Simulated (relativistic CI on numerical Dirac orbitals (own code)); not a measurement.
**Hyperfine structure of Cs10+, mass number 133**

Computed by Dirac-Coulomb-Breit CI, separate exchange-only KLI orbitals for each configuration, QED by a radiative potential, unscaled Slater integrals (own radial code, finite nucleus).

Configuration list (outside the closed core [Ar] 3d10): 4s²4p⁶4d⁹, 4s²4p⁵4d¹⁰, 4s²4p⁶4d⁸4f, 4s²4p⁶4d⁸5s, 4s4p⁶4d¹⁰, 4s²4p⁶4d⁸5p, 4s²4p⁵4d⁹4f, 4s²4p⁶4d⁸5d, 4s²4p⁶4d⁷5s5p, 4s²4p⁶4d⁷4f5s, 4s²4p⁶4d⁸6s, 4s4p⁶4d⁹4f, 4s²4p⁶4d⁸6p, 4s²4p⁶4d⁸5f, 4s²4p⁶4d⁷5s², 4s²4p⁶4d⁶4f5s², 4s²4p⁶4d⁶5s²5p, 4s²4p⁵4d⁷4f5s². Double excitations out of closed p, d and f shells are left out; levels of such configurations are missing from the list, as are those of other unlisted configurations, and high levels can miss mixing partners.

Nuclear spin I = 7/2, μ = 2.5778 μN, Q = -0.0034 b (tables of Stone and Pyykkö). The electronic factors are computed for point nuclear moments, without core polarisation or the Bohr-Weisskopf and QED corrections.

```csv
Level,E (cm⁻¹),A (MHz),B (MHz)
4s²4p⁶4d⁹ ²D5/2,0,1451,13.9
4s²4p⁶4d⁹ ²D3/2,19286,3578,10.7
4s²4p⁶4d⁸5s ⁴F9/2,591772,7287,7.59
4s²4p⁶4d⁸5s ⁴F7/2,598729,-2378,6.06
4s²4p⁶4d⁸5s ⁴F5/2,609072,5345,-2.97
4s²4p⁶4d⁸5s ⁴F3/2,610565,-8099,-1.39
4s²4p⁶4d⁸5s ²F7/2,613837,7547,6.2
4s²4p⁶4d⁸5s ⁴P1/2,631313,35150,
```

Levels with J = 0, under 50 % of one LS term, or S terms without an open s electron are left out. Small factors come from cancelling terms and can be off by tens of per cent or more.

At this charge transitions that keep the count of f electrons are usually good to a few per cent. Terms inside the open d or f shell come out 10 to 20 % too wide with unscaled integrals. Levels and lines within the n = 5 or 6 shells can be off by up to 10 % or somewhat more, and those that change n by about 2 %, since core polarisation is missing. Levels that differ in their count of f electrons can be misplaced by several ten thousand cm⁻¹, since the correlation energy of f electrons is missing or only estimated; rates across such gaps can be off by orders of magnitude.

**Question.** Give the hyperfine levels of 4s²4p⁶4d⁹ ²D5/2 relative to its centre of gravity.

**Answer.** With K = F(F + 1) − I(I + 1) − J(J + 1), E = AK/2 + B[¾K(K + 1) − I(I + 1)J(J + 1)]/[2I(2I − 1)J(2J − 1)]: F = 1: -16310, F = 2: -13420, F = 3: -9069, F = 4: -3269, F = 5: 3986, F = 6: 12700 MHz.

LS names give the leading component of a level, which can be under half, so a name can repeat, a term be missing and a line seem to break the LS rules.
